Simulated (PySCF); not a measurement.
Computed shifts of a molecule C4H7FSi, HF/pcSseg-1 run with PySCF, GIAO, gas phase, atoms alike by connectivity averaged where their shifts nearly agree, in ppm (number of nuclei): ¹³C: 239.4 (1), 83.3 (1), 76.9 (1), -1.4 (1). ²⁹Si: 1.7 (1). ¹⁹F: -153.7 (1). ¹H: 5.59 (1), 5.19 (2), 4.91 (1), 0.70 (3). References: ¹³C against TMS (σ = 192.6 ppm); ²⁹Si against TMS (σ = 393.8 ppm); ¹⁹F against CFCl3 (σ = 238.5 ppm); ¹H against TMS (σ = 31.99 ppm), references at their B3LYP-D3(BJ)/def2-TZVP geometries, non-relativistic. Coordinates come from a PBE0-D3(BJ)/def2-SVP optimisation. Other conformers were not sampled.

Question: Which structure fits?
A) FC1=CC[C@@H]1[SiH3]
B) CC1=C[C@H](F)[SiH2]1
C) C=C=C[Si@H](C)F
D) C=C(F)/C=C/[SiH3]

Answer: C, C=C=C[Si@H](C)F
